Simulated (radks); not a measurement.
Question: The tungsten ion W5+, 69 electrons, occupied as [Xe] 4f14 5d1. All-electron calculation, scalar-relativistic Kohn-Sham, PBE, spin-polarised, spherical densities, finite nucleus; open shells are filled with parallel spins first (spin-orbit coupling, left out, can overturn this in heavy ions); Fermi nuclear charge, rms radius 5.3658 fm. Program: a radial shooting solver on a logarithmic mesh with Libxc functionals. Some entries of the table are withheld. Estimate them.

orbital,occ.,eigenvalue (hartree),<1/r> (bohr^-1),r(max) (bohr)
1s down,1,-2555.177,87.05,0.01146
1s up,1,-2555.177,87.05,0.01146
2s up,1,-442.8667,20.35,0.06568
2s down,1,-442.8643,20.35,0.06568
2p up,3,-387.6757,18.45,0.05388
2p down,3,-387.6738,18.45,0.05388
3s up,1,-103.6747,7.538,0.1853
3s down,1,-103.6741,7.538,0.1853
3p up,3,-87.32263,6.961,0.1834
3p down,3,-87.32191,6.961,0.1834
3d up,5,-68.49164,6.577,0.1494
3d down,5,-68.49010,6.577,0.1494
4s up,1,-23.11803,3.203,0.4206
4s down,1,-23.11599,3.203,0.4206
4p up,3,-17.75274,2.911,0.4412
4p down,3,-17.75085,2.910,0.4412
4d up,5,-10.94511,2.589,0.4522
4d down,5,-10.94281,2.590,0.4522
5s up,1,(1),1.267,(2)
5s down,1,(3),1.271,(4)
5p up,3,-3.70495,1.084,1.081
5p down,3,-3.67429,1.088,1.078
4f up,7,(5),2.091,0.4286
4f down,7,(6),2.094,0.4285
5d up,1,-2.10709,0.8047,1.365
5d down,0,-2.06985,0.8060,1.361

Answer: 
(1) 5s up eigenvalue (hartree): -5.05932
(2) 5s up r(max) (bohr): 0.9598
(3) 5s down eigenvalue (hartree): -5.03568
(4) 5s down r(max) (bohr): 0.9581
(5) 4f up eigenvalue (hartree): -3.39853
(6) 4f down eigenvalue (hartree): -3.39325
